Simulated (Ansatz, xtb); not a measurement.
Diatomic InRu, multiplicity 4 (lowest of 2S+1 = 2, 4, 6 at PBE0/def2-TZVPP; our sources give no spin for the ground state, which may be another). No spin–orbit coupling.

The constants come from a fifth-degree fit in 1/R (seven points, main isotopes). In def2 and cc sets the state is the lowest found near the PBE0 minimum, followed along R.

Run with Ansatz (Gaussian orbitals); xtb for the GFN methods. Each number belongs to the level named beside it. In def2 rows elements past Kr take small-core potentials, without spin–orbit coupling. The GFN methods have no spin term and hold the electronic entropy of 300 K.

### Question
What bond length and harmonic frequency does GFN1-xTB give?

### Answer
r_e = 2.684 Å, ω_e = 169 cm⁻¹.

### Question
What bond length and harmonic frequency does B3LYP/def2-TZVPP give?

### Answer
r_e = 2.708 Å, ω_e = 158 cm⁻¹.

### Question
What bond length and harmonic frequency does CAM-B3LYP/def2-TZVPP give?

### Answer
r_e = 2.700 Å, ω_e = 161 cm⁻¹.

Ansatz is a first-principles code.
